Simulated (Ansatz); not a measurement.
BGeH₄NO (`[NH2][GeH]1[BH][O]1`). Total charge 0; spin multiplicity 1.

Cartesian coordinates in Å:
```
N 0.515 1.326 0.794
Ge -0.698 0.202 0.068
B -0.196 -1.183 -1.355
O 0.163 -1.698 -0.240
H 0.738 1.273 1.775
H 1.296 1.644 0.244
H -1.625 -0.163 1.241
H -0.192 -1.402 -2.526
```

Q: What are the harmonic wavenumbers in cm⁻¹ at PBE0-D4/def2-TZVP (Ansatz, finite differences of forces, unscaled)? (An estimate is asked.)

A: The calculation gave: 169, 188, 196, 330, 359, 533, 600, 698, 737, 755, 869, 934, 1521, 1571, 2143, 2676, 3599, 3709.

Q: Is this a minimum?

A: Yes, all 18 modes are real.

Q: Give the ideal-gas thermochemistry at 298.15 K and 1 bar (rigid rotor, harmonic oscillator; point group C1, symmetry number 1).

A: Zero-point energy 129.1 kJ/mol; H(298) − E = 147.6 kJ/mol; entropy 321.5 J/(mol·K), of which translation 168.3, rotation 105.6, vibration 47.7; G(298) − E = 51.8 kJ/mol.
